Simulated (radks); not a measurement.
Charge is removed step by step from the 4s level of the germanium ion Ge3+, starting from [Ar] 3d10 4s1. All-electron calculation, scalar-relativistic Kohn-Sham, SCAN, spin-unpolarised, spherical densities, finite nucleus; meta-GGA in the generalised Kohn-Sham scheme; Fermi nuclear charge, rms radius 4.0742 fm. Program: a radial shooting solver on a logarithmic mesh with Libxc functionals.

removed (e),E - E(0) (eV),eigenvalue (eV)
0,0.000,-40.372
0.125,5.127,-41.670
0.25,10.416,-42.981
0.375,15.871,-44.315
0.5,21.494,-45.665
0.625,27.286,-47.019
0.75,33.247,-48.370
0.875,39.376,-49.703

The mean slope of the eigenvalue, de/dn, is 10.7 eV per electron.
